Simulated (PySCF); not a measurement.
**Vertical excitation energies**

C5H7N2 (charge +1).
Atom-mapped SMILES: `[CH3:1][n+:2]1[cH:3][cH:4][n:5][cH:6][cH:7]1` (hydrogens: H8, H9, H10 on C1; H11 on C3; H12 on C4; H13 on C6; H14 on C7)

Computed, not measured: TDDFT CAM-B3LYP/def2-SVPD, vertical, gas phase, core orbitals frozen in the response in PySCF. Geometry: GFN2-xTB; no solvent, vibrations or thermal averaging.

Q: What does the calculation give for the low-lying excited states?

A: 

```json
{"state": "S1", "E (eV)": "3.88", "E (hartree)": "0.1426", "f": "0.0026", "|μ| (D)": "0.42", "main configurations (H = HOMO, L = LUMO)": "H→L (98%)"}
{"state": "S2", "E (eV)": "5.05", "E (hartree)": "0.1857", "f": "0.0000", "|μ| (D)": "0.02", "main configurations (H = HOMO, L = LUMO)": "H→L+1 (99%)"}
{"state": "S3", "E (eV)": "5.27", "E (hartree)": "0.1937", "f": "0.132", "|μ| (D)": "2.57", "main configurations (H = HOMO, L = LUMO)": "H-1→L (92%)"}
{"state": "S4", "E (eV)": "6.58", "E (hartree)": "0.2419", "f": "0.0072", "|μ| (D)": "0.54", "main configurations (H = HOMO, L = LUMO)": "H-1→L+1 (60%), H-2→L (39%)"}
{"state": "S5", "E (eV)": "7.48", "E (hartree)": "0.2747", "f": "0.598", "|μ| (D)": "4.59", "main configurations (H = HOMO, L = LUMO)": "H-2→L (58%), H-1→L+1 (36%)"}
{"state": "S6", "E (eV)": "7.64", "E (hartree)": "0.2806", "f": "0.0002", "|μ| (D)": "0.08", "main configurations (H = HOMO, L = LUMO)": "H-3→L (88%), H-5→L (10%)"}
{"state": "S7", "E (eV)": "8.10", "E (hartree)": "0.2977", "f": "0.238", "|μ| (D)": "2.78", "main configurations (H = HOMO, L = LUMO)": "H-2→L+1 (90%)"}
{"state": "S8", "E (eV)": "8.55", "E (hartree)": "0.3143", "f": "0.0018", "|μ| (D)": "0.24", "main configurations (H = HOMO, L = LUMO)": "H-5→L (84%), H-3→L (10%)"}
```

Triplets, Tamm–Dancoff:

```json
{"state": "T1", "E (eV)": "3.13", "λ (nm)": "395.9", "main configurations (H = HOMO, L = LUMO)": "H→L (95%)"}
{"state": "T2", "E (eV)": "3.68", "λ (nm)": "337.1", "main configurations (H = HOMO, L = LUMO)": "H-1→L (99%)"}
{"state": "T3", "E (eV)": "4.36", "λ (nm)": "284.3", "main configurations (H = HOMO, L = LUMO)": "H-1→L+1 (73%), H-2→L (22%)"}
```

The lowest singlet lies at 3.88 eV (320 nm, ultraviolet) and is very weak; its leading configuration is HOMO→LUMO (98%). The most intense listed level is S5 at 7.48 eV (166 nm, f = 0.598), 3.60 eV above S1. Löwdin shares by element: HOMO nitrogen 63% or more, carbon 25% or more; LUMO nitrogen 44%, carbon 29% or more (atoms not listed hold the other 27%). Of the 8 states listed, 3 reach f = 0.01 and 2 stay under 0.0005. Orbital energies (eV): HOMO-3 -18.04, HOMO-2 -16.39, HOMO-1 -14.82, HOMO -14.39, LUMO -6.44, LUMO+1 -5.17, LUMO+2 -3.00. The oscillator strengths of these states sum to 0.979; summed over the whole spectrum of an exact calculation they would give the number of electrons, 50 (Thomas–Reiche–Kuhn). The window holds the lowest 8 singlets.
